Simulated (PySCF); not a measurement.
PBE0 on Bi⁻ (bismuth, charge -1), [Xe] 4f14 5d10 6s2 6p4, high-spin 3P determinant. All numbers are calculated (PySCF 2.14, scalar relativity through the core potential, in aug-cc-pVQZ-PP with ECP60MDF (7s7p5d3f2g, 92 functions)).

```
cycle= 1 E= -214.647721500151  delta_E= -0.00853  |g|= 0.0177  |ddm|= 0.517
cycle= 2 E= -214.648074626579  delta_E= -0.000353  |g|= 0.017  |ddm|= 0.0909
cycle= 3 E= -214.648266747874  delta_E= -0.000192  |g|= 0.00332  |ddm|= 0.0542
cycle= 4 E= -214.648303074633  delta_E= -3.63e-05  |g|= 0.00152  |ddm|= 0.0252
cycle= 5 E= -214.64831331518  delta_E= -1.02e-05  |g|= 0.000325  |ddm|= 0.0156
cycle= 6 E= -214.648314102734  delta_E= -7.88e-07  |g|= 6.04e-05  |ddm|= 0.00552
cycle= 7 E= -214.648314116194  delta_E= -1.35e-08  |g|= 5.7e-06  |ddm|= 0.000713
cycle= 8 E= -214.648314116259  delta_E= -6.53e-11  |g|= 8.43e-07  |ddm|= 2.79e-05
converged SCF energy = -214.648314116259  <S^2> = 2.0098321  2S+1 = 3.0065476
```

Highest occupied orbital energy: 0.747 eV; ⟨L²⟩ = 2.04; populations by l: s 4.00, p 10.00, d 10.00, f 0.00.

Question: Can this result be used?

Answer: With care. The calculation finished and met its thresholds. Energies and moments cover only the electrons outside the core potential. Spin-orbit coupling is strong in this species (close to jj coupling), so the high-spin LS determinant is a model state, not a physical level. At PBE0 the highest occupied level has a positive energy, so only the finite basis holds that electron; in a semilocal or global hybrid functional this comes from self-interaction and does not mean that the real anion is unbound.
